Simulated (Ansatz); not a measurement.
`C[Si](C)(C)F`. Charge 0, multiplicity 1. All single points use the PBE0-D4/def2-TZVP geometry.

```xyz
14

C    -0.159   -1.742    0.331
Si    0.397   -0.039   -0.170
C    -0.701    0.679   -1.489
C     0.536    1.095    1.298
F     1.873   -0.185   -0.804
H    -0.192   -2.414   -0.530
H    -1.160   -1.711    0.771
H     0.519   -2.175    1.071
H    -0.739    0.028   -2.367
H    -0.340    1.659   -1.811
H    -1.723    0.803   -1.119
H    -0.439    1.237    1.773
H     0.910    2.078    1.000
H     1.218    0.687    2.047
```

(1) What is the dipole moment at PBE/def2-TZVPP? (Estimate.)

(2) And with r2SCAN, B3LYP, ωB97M-V? (An estimate is asked.)

(3) Give the Mulliken charges with PBE, r2SCAN, B3LYP in def2-TZVPP. (Best estimate.)

## Answers

(1) Ansatz gave: 1.73 D, with components (-1.58, 0.16, 0.68) D in this frame, pointing from negative to positive charge.

(2) The calculation gave: r2SCAN 1.76 D, B3LYP 1.78 D, ωB97M-V 1.77 D.

(3) Ansatz gave: 
```
atom    PBE  r2SCAN  B3LYP
  C1  -0.39   -0.33  -0.41
 Si2   0.58    0.68   0.69
  C3  -0.39   -0.33  -0.41
  C4  -0.39   -0.33  -0.41
  F5  -0.30   -0.35  -0.35
  H6   0.10    0.07   0.10
  H7   0.10    0.07   0.09
  H8   0.10    0.07   0.10
  H9   0.10    0.07   0.10
 H10   0.10    0.07   0.10
 H11   0.10    0.07   0.09
 H12   0.10    0.07   0.09
 H13   0.10    0.07   0.10
 H14   0.10    0.07   0.10
```

B3LYP here is the variant with VWN-RPA as its local correlation; programs differ in this.
